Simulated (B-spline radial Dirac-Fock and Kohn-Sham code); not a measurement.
**Atomic SCF run for Ce**

ΔSCF core binding energies without Breit or QED terms, calculated with a B-spline atomic structure program. Keys: rel is the Hamiltonian (dirac, or spin-free x2c and nr, where L3 and M5 stand for the whole 2p and 3d shells), method is hf or an exchange,correlation pair (spin-unpolarised, also for the hole states), nuc the nuclear model, radius_factor scales its radius, rmax is the box in bohr, h the logarithmic mesh step, order the B-spline order, points the quadrature points per cell, c_factor scales the speed of light, and damp, ndamp, maxit and tol steer the iteration. The run stops when the commutator error falls below 10·tol·max(1, Z/10), or the numerical noise floor, and the energy has settled to about 1e-8 Ha; the virial ratio is −V/T.

Input (task.json):

```json
{"items": [{"Z": 58, "q": 0, "cfg": [[1, 0, 2], [2, 0, 2], [2, 1, 6], [3, 0, 2], [3, 1, 6], [3, 2, 10], [4, 0, 2], [4, 1, 6], [4, 2, 10], [4, 3, 1], [5, 0, 2], [5, 1, 6], [5, 2, 1], [6, 0, 2]], "A": 140, "rrms": 4.8771, "do": "settings", "holes": ["K", "L3", "M5"],
  "settings": [{"rel": "dirac", "method": "hf", "nuc": "fermi", "radius_factor": 1.0, "rmax": 45.0, "h": 0.3, "order": 8, "points": 10, "c_factor": 1.0, "maxit": 71, "damp": 0.995, "ndamp": 100, "tol": 1e-08}]}]}
```

Command: `python xray2_run.py task.json out`

Ground-state iterations:

```
iter   energy (Ha)        error
   1    -8853.79748796  1.98e+00
   2    -8857.88087943  3.76e-01
   3    -8857.92712173  3.73e-01
   4    -8857.97270741  3.69e-01
   5    -8858.01764551  3.66e-01
   6    -8858.06194496  3.63e-01
   7    -8858.10561455  3.59e-01
   8    -8858.14866300  3.56e-01
   9    -8858.19109888  3.53e-01
  10    -8858.23293065  3.50e-01
  11    -8858.27416669  3.47e-01
  12    -8858.31481522  3.45e-01
  13    -8858.35488440  3.42e-01
  14    -8858.39438224  3.40e-01
  15    -8858.43331668  3.37e-01
  23    -8858.72542675  3.17e-01
  31    -8858.98572000  2.98e-01
  39    -8859.21758614  2.81e-01
  47    -8859.42406565  2.64e-01
  55    -8859.60788338  2.48e-01
  63    -8859.77147953  2.32e-01
  71    -8859.91703795  2.18e-01
```

The ground state had not converged after 71 iterations, with total energy -8859.91704 Ha, virial ratio 1.92562 and highest orbital energy 10.10 eV. ΔSCF binding energies: K (1s) 40640.0 eV, L3 (2p3/2) 5774.6 eV, M5 (3d5/2) 917.1 eV (not all states converged, so these are not final).

Q: One setting is unsound. Which, and why?

A: damp is so close to 1 that the orbitals hardly move in each step. With the default settings (Dirac Hartree-Fock): The ground state converged in 12 iterations, with total energy -8861.07477 Ha, virial ratio 1.93218 and highest orbital energy -4.97 eV. ΔSCF binding energies: K (1s) 40606.6 eV, L3 (2p3/2) 5745.1 eV, M5 (3d5/2) 894.5 eV.
